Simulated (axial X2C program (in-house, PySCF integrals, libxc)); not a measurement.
# Which functional? An output for OsH

An SCF output computed with an axial X2C code built on PySCF integrals for OsH at 1.579 Å, two-component, state Ω = 5/2, Os dyall-cv3z [13s14p9d6f4g], H dyall-v3z [6s2p1d] (cores contracted in-house), without its first line:

```
basis functions 195  fitting functions 976  grid points 5074
iter        total energy     max residual
   1     -17250.633152266     1.07e+00
   2     -17250.671137688     1.87e-02
   3     -17250.673217887     1.03e-01
   4     -17250.674888577     2.77e-02
   5     -17250.675669270     1.58e-02
   6     -17250.676686335     4.44e-02
   7     -17250.677206539     3.13e-02
   8     -17250.677479974     5.89e-03
   9     -17250.677601349     9.25e-03
  10     -17250.677695916     1.20e-02
  11     -17250.677881150     9.45e-03
  12     -17250.678091210     2.59e-03
  13     -17250.678298622     5.90e-03
  14     -17250.678558777     1.20e-02
  15     -17250.678720886     8.10e-03
  16     -17250.678818997     1.00e-03
  17     -17250.678882962     3.84e-03
  18     -17250.678906544     3.51e-03
  19     -17250.678917247     7.65e-04
  20     -17250.678921693     7.47e-04
  21     -17250.678923743     9.66e-04
  22     -17250.678924313     3.61e-04
  23     -17250.678924472     6.47e-05
  24     -17250.678924542     1.74e-04
  25     -17250.678924590     1.38e-04
  26     -17250.678924618     3.46e-05
  27     -17250.678924631     3.47e-05
  28     -17250.678924637     3.93e-05
  29     -17250.678924639     1.52e-05
  30     -17250.678924640     5.32e-06
  31     -17250.678924640     7.76e-06
  32     -17250.678924641     7.70e-06
  33     -17250.678924641     1.97e-06
converged
one-electron -23699.51949230  Coulomb 6778.52443727  exact exchange -339.75518446  xc functional 0.00000000  nuclear repulsion 25.47021408  atomic mean-field constant -15.39889924
```

Problem. Which level of theory produced it?
A. PBE0
B. HF
C. M06

Solution. B. The exact-exchange term against the functional term shows a share of 1 of exact exchange.
